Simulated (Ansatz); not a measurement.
AlBH5NO, SMILES `B[O][AlH][NH2]`, relaxed with RKS PBE-D4/def2-SVP in Ansatz from a rough embedded geometry. The force threshold is 0.03 eV/Å; the program also tests the step.

The species carries charge 0 and has multiplicity 1.

Start:

```xyz
9

B    -0.384   -0.321   -1.716
O    -1.118   -0.816   -0.633
Al   -0.622    0.262    0.737
N     0.883   -0.115    1.900
H    -0.829    0.489   -2.489
H     0.698   -0.755   -2.045
H    -1.469    1.628    1.083
H     1.303   -0.996    1.460
H     1.537    0.624    1.703
```

| step | energy (eV) | largest force (eV/Å) | largest move (Å) |
| --- | --- | --- | --- |
| 1 | -10879.1406 | 2.872 | 0.000 |
| 2 | -10879.4530 | 1.870 | 0.194 |
| 3 | -10879.6992 | 1.365 | 0.134 |
| 4 | -10879.9469 | 0.679 | 0.200 |
| 5 | -10880.0604 | 0.766 | 0.200 |
| 6 | -10880.1549 | 0.595 | 0.200 |
| 7 | -10880.2252 | 0.517 | 0.200 |
| 8 | -10880.2767 | 0.123 | 0.200 |
| 9 | -10880.2971 | 0.152 | 0.199 |
| 10 (rejected) | -10880.2945 | 0.364 | 0.194 |
| 11 | -10880.3058 | 0.105 | 0.097 |
| 12 | -10880.3127 | 0.159 | 0.099 |
| 13 (rejected) | -10880.3010 | 0.512 | 0.146 |
| 14 | -10880.3204 | 0.132 | 0.073 |
| 15 | -10880.3270 | 0.187 | 0.073 |
| 16 | -10880.3335 | 0.329 | 0.111 |
| 17 | -10880.3518 | 0.128 | 0.169 |
| 18 | -10880.3638 | 0.019 | 0.188 |
| 19 (rejected) | -10880.3605 | 0.323 | 0.195 |
| 20 (rejected) | -10880.3615 | 0.337 | 0.093 |
| 21 | -10880.3650 | 0.092 | 0.046 |
| 22 | -10880.3673 | 0.117 | 0.098 |
| 23 | -10880.3676 | 0.092 | 0.011 |
| 24 | -10880.3687 | 0.014 | 0.037 |
| 25 | -10880.3688 | 0.015 | 0.029 |

End:

```xyz
9

B    -0.476   -0.410   -2.108
O    -0.452   -0.065   -0.812
Al   -0.450    0.378    0.854
N     1.045    0.135    1.776
H    -0.180    0.420   -2.962
H    -0.790   -1.553   -2.425
H    -1.764    0.982    1.497
H     1.920   -0.252    1.414
H     1.148    0.366    2.767
```

It took 41 s on 2 threads of an Arm Neoverse V1 on a shared host, with 0.14 GiB of host memory at the peak.
